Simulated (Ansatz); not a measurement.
Stepwise reaction of `C[Si](C)(C)P` with hydrogen, as a gas-phase model of exchange steps in deposition or etching. ΔE in kJ/mol; ΔG adds harmonic PBE0-D4 terms to CCSD(T)/CBS, at 1 bar.

Calculated with Ansatz (gas phase, PBE0-D4/def2-TZVP geometries, no zero-point term in ΔE). CBS: MP2 limit from def2 TZ/QZ plus the TZ coupled-cluster correction, frozen cores. This one scheme is used for every species. Functionals use def2-TZVPP. B3LYP here is the variant with VWN-RPA as its local correlation; programs differ in this. Each species was taken in one conformer, which may not be the lowest.

```csv
step,reaction,PBE-D4,B3LYP-D4,ωB97M-V,CCSD(T)/CBS,ΔG(600 K)
1,`C[Si](C)(C)P` + H₂ → `C[SiH](C)P` + CH₄,-21.8,-26.1,-23.1,-22.6,-19.0
2,`C[SiH](C)P` + H₂ → `C[SiH2]P` + CH₄,-22.0,-26.9,-23.6,-23.2,-19.7
3,`C[SiH2]P` + H₂ → `[SiH3]P` + CH₄,-23.8,-28.9,-26.0,-25.3,-21.8
```

Q: By hand: ΔE of the 3 steps together at CCSD(T)/CBS.

A: (-22.6) + (-23.2) + (-25.3) = -71.1 kJ/mol, or -23.7 kJ/mol a step.

In ΔE the steps differ by no more than 2.7 kJ/mol. All are downhill at CCSD(T)/CBS. ΔG lies between -21.8 and -19.0 kJ/mol a step. PBE-D4 differs from CCSD(T)/CBS by 0.8 to 1.5 kJ/mol a step. Only this route is followed, and other bonds may react first. Isolated molecules leave out the surface, adducts and barriers. Largest T1 diagnostic: 0.013.
